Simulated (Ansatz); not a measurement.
Reaction (formal exchange of groups at the Si–C bond): `COC(=N)[SiH2]F` + `CF` → `FC[SiH2]F` + `COC=N`

Computed with Ansatz on PBE0-D4/def2-TZVP structures; ΔE is electronic, products minus reactants. CCSD(T)/CBS is the MP2 limit (def2-TZVPP, def2-QZVPP) plus CCSD(T) − MP2 in def2-TZVPP, frozen cores. This one scheme is used for every species. Functionals use def2-TZVPP. B3LYP here is the variant with VWN-RPA as its local correlation; programs differ in this. One conformer a species, not always the lowest.

`COC(=N)[SiH2]F`:

Z-matrix (Å, degrees):
```
C
O 1 1.425
H 1 1.091 2 110.5
H 1 1.091 2 110.5 3 -120.1
H 1 1.088 2 105.8 3 119.9
C 2 1.342 1 116.3 3 60.0
Si 6 1.890 2 111.3 1 180.0
N 6 1.265 2 121.8 1 -0.0
F 7 1.601 6 105.3 2 179.9
H 7 1.480 6 111.3 2 62.4
H 7 1.480 6 111.3 2 -62.5
H 8 1.016 6 110.9 2 -180.0
```

`CF`:

```xyz
5

C     0.040   -0.045   -0.010
F    -0.868    0.963    0.226
H     0.278   -0.068   -1.076
H    -0.397   -0.998    0.293
H     0.947    0.149    0.568
```

`FC[SiH2]F`:

Cartesian coordinates in Å:
```
F -0.245 -0.094 -1.924
C 0.236 0.531 -0.781
Si -0.159 -0.469 0.763
F -1.732 -0.432 1.045
H -0.202 1.535 -0.727
H 1.322 0.651 -0.881
H 0.535 0.160 1.915
H 0.246 -1.883 0.590
```

`COC=N`:

Z-matrix (Å, degrees):
```
C
O 1 1.422
H 1 1.088 2 105.8
H 1 1.092 2 110.6 3 119.9
H 1 1.092 2 110.6 3 -119.9
C 2 1.331 1 115.7 3 -180.0
N 6 1.261 2 123.4 1 -0.0
H 6 1.093 2 109.6 1 180.0
H 7 1.014 6 110.5 2 180.0
```

```
             level  ΔE (kcal/mol)
          B3LYP-D4            3.4
SCS-MP2/def2-TZVPP            3.5
```

Question: What does CCSD(T)/CBS give? (Estimate.)

Answer: The calculation gave: +3.4 kcal/mol. The listed levels differ from it by 0.0, 0.1 kcal/mol.

Largest T1 diagnostic among the species: 0.014.

The D4 term adds +1.1 kcal/mol with B3LYP and +0.6 kcal/mol with PBE0; it sums over pairs of atoms, weighted by their polarisabilities, and B3LYP, whose exchange is more repulsive, gets the larger term. In def2-TZVPP, CCSD(T) changes the Hartree–Fock value by +1.5 kcal/mol (the triples alone add +0.5 kcal/mol) and MP2 by +1.8 kcal/mol.
